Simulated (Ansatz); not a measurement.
Input for Ansatz (an electronic-structure program): R-SVWN5/def2-TZVPP on N2 (SMILES N#N), 2S+1 = 1, a spin state set in the input, which need not be the lowest, at the other state's geometry.

Ansatz 0.2 input:
```yaml
crystal:
  periodic: [false, false, false]
  atoms:
    - {symbol: N, position_ang: [-0.00000000, -0.00000000, -0.63622826]}
    - {symbol: N, position_ang: [0.00000000, 0.00000000, 0.63622826]}
basis:
  gaussian:
    orbitals: def2-TZVPP
hamiltonian:
  xc: {name: SVWN5}
```

Output:

```
WARN ansatz: RAYON_NUM_THREADS=2 ignored (pool sized by the plan → 2); use --threads N
Functional definition: SVWN5
integrals: 0.01 GiB planned
310 factors; their error is unknown
mean field: 0.09 GiB planned
mean field evaluation 1: about -2955.2430 eV, gradient 2.0e1 eV
mean field evaluation 2: about -2955.3896 eV, gradient 1.8e1 eV
mean field evaluation 4: about -2956.0775 eV, gradient 1.8e-1 eV
mean field evaluation 8: about -2956.0756 eV, gradient 1.5e-3 eV
mean field -2956.07561654 eV, -108.6337752080 hartree, gradient 2.5e-5 eV, S^2 0.000000; 0 other end points of the search recorded, 0 dependent functions left out
reference -2956.07563675 eV, -108.6337759505 hartree; 7, 7 occupied and 55, 55 virtual orbitals, 310 factors
Total energy: -2956.07563675 eV, -108.6337759505 hartree
```

The run converged.

Cost: around 0.26 core-seconds (rough).
